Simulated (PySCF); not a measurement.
C₃H₅ClOSi, SMILES C#CC[Si@@H](O)Cl. Coordinates come from a B3LYP-D3(BJ)/def2-SVP optimisation. The structure was generated by enumeration; whether it is a known compound was not checked. The values are those of a single conformer.

Computed equilibrium geometry at B3LYP-D3(BJ)/def2-SVP (PySCF confirms it by a frequency run) as a Z-matrix (one conformer of several):
```
C
H 1 1.1047
H 1 1.1051 2 106.85
C 1 1.4542 2 110.98 3 -121.15
C 4 1.2117 2 152.45 1 174.59
H 5 1.0733 3 162.04 1 -177.49
Si 1 1.8908 2 108.68 3 115.64
O 7 1.6579 1 111.12 2 -63.07
H 8 0.9646 7 118.53 1 72.38
H 7 1.4760 8 106.67 9 -165.79
Cl 7 2.0796 10 109.89 8 -119.49
```
